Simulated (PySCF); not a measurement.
Isomers of C7H14O. Method used: PBE0-D3(BJ)/def2-SVP geometry optimisation, gas phase in PySCF. One conformer each; no zero-point energy, no entropy. No frequencies were run at this level. Point groups hold within 0.08 Å.

Question: Order them by energy at this level, lowest first, and give relative energies in kJ/mol.
A. `[CH3:1][CH2:2][C:3]([CH3:4])([CH3:5])[C:6]([CH3:7])=[O:8]` with C1–C2–C3–C4 -63°, C2–C3–C6–C7 69° (3,3-dimethyl-2-pentanone)
B. `[CH3:1][CH2:2][CH2:3][CH2:4][C@H:5]([CH3:6])[CH:7]=[O:8]` with C1–C2–C3–C4 180°, C2–C3–C4–C5 179°, C3–C4–C5–C6 -167°, C4–C5–C7–O8 6°
C. `[CH3:1][C:2](=[O:3])[CH2:4][C:5]([CH3:6])([CH3:7])[CH3:8]` with C1–C2–C4–C5 -111°
D. `[CH3:1][CH:2]([CH3:3])[C@@H:4]([CH3:5])[CH2:6][CH:7]=[O:8]` with C1–C2–C4–C5 177°, C2–C4–C6–C7 171°, C4–C6–C7–O8 134°

Answer: C (0.0), A (1.2), B (30.3), D (37.8).

As drawn, the lowest has a quaternary carbon, which the highest lacks. Neighbours under 10 kJ/mol apart (CC(=O)CC(C)(C)C and CCC(C)(C)C(C)=O; CCCC[C@H](C)C=O and CC(C)[C@@H](C)CC=O) can change places with a better method, another conformer or zero-point energy.

| SMILES | E (Eh) | E rel (kJ/mol) | dipole (D) | point group | A, B, C (MHz) |
| --- | --- | --- | --- | --- | --- |
| CC(=O)CC(C)(C)C | -349.75379 | 0.0 | 2.60 | C1 | 3138, 1373, 1235 |
| CCC(C)(C)C(C)=O | -349.75333 | 1.2 | 2.65 | C1 | 2140, 1786, 1606 |
| CCCC[C@H](C)C=O | -349.74223 | 30.3 | 2.46 | C1 | 3583, 940.8, 800.3 |
| CC(C)[C@@H](C)CC=O | -349.73941 | 37.8 | 2.93 | C1 | 3798, 1057, 879.4 |
